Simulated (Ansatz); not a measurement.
Gas-phase electronic energies from Ansatz, PBE0-D4/def2-TZVP geometries. CCSD(T)/CBS adds triple-zeta CCSD(T) − MP2 to the extrapolated MP2 energy (def2 sets, frozen cores). This one scheme is used for every species. Functionals use def2-TZVPP. For Ge outer-core shells are correlated without core-valence functions, which leaves a few kJ/mol of doubt a bond. Scalar relativity is left out up to krypton. Each species was taken in one conformer, which may not be the lowest.

Reaction (ligand exchange at the Si–O bond): `O[SiH](O)[GeH3]` + H₂S → `O[SiH](S)[GeH3]` + H₂O

`O[SiH](O)[GeH3]`:

```xyz
10

O    -1.070   -0.619   -1.648
Si    0.137   -0.802   -0.547
O    -0.154   -1.973    0.569
Ge    0.536    1.278    0.560
H    -1.845   -0.111   -1.406
H     1.294   -1.291   -1.325
H    -0.719   -1.772    1.316
H    -0.724    1.700    1.348
H     0.852    2.409   -0.434
H     1.693    1.181    1.568
```

H₂S:

Z-matrix (Å, degrees):
```
S
H 1 1.341
H 1 1.341 2 92.3
```

`O[SiH](S)[GeH3]`:

Z-matrix (Å, degrees):
```
Si
S 1 2.125
Ge 1 2.383 2 110.6
O 1 1.649 2 109.2 3 -122.2
H 1 1.487 2 103.2 3 119.0
H 2 1.344 1 94.8 3 51.8
H 3 1.536 1 110.8 2 70.8
H 3 1.539 1 109.8 2 -49.3
H 3 1.542 1 111.3 2 -168.6
H 4 0.959 1 117.4 2 162.1
```

H₂O:

Z-matrix (Å, degrees):
```
O
H 1 0.960
H 1 0.960 2 105.1
```

Q: Is it downhill or uphill in electronic energy at CCSD(T)/CBS, and by how much? (Best estimate.)

A: Ansatz gave: Uphill: ΔE = +35.7 kJ/mol.

Q: What do these levels give: B2PLYP, MP2/def2-TZVPP, SCS-MP2/def2-TZVPP, CCSD/def2-TZVPP, HF/CBS(def2), MP2/CBS(def2)? (Estimate.)

A: Computed: B2PLYP 44.3, MP2/def2-TZVPP 36.8, SCS-MP2/def2-TZVPP 42.5, CCSD/def2-TZVPP 43.7, HF/CBS(def2) 55.8, MP2/CBS(def2) 31.7 kJ/mol.

Largest T1 diagnostic among the species: 0.012.

In def2-TZVPP, CCSD(T) changes the Hartree–Fock value by −13.8 kJ/mol (the triples alone add −2.8 kJ/mol) and MP2 by −17.8 kJ/mol. The D4 term adds −6.3 kJ/mol with B3LYP and −3.4 kJ/mol with PBE0; it sums over pairs of atoms, weighted by their polarisabilities, and B3LYP, whose exchange is more repulsive, gets the larger term.

B3LYP here is the variant with VWN-RPA as its local correlation; programs differ in this.
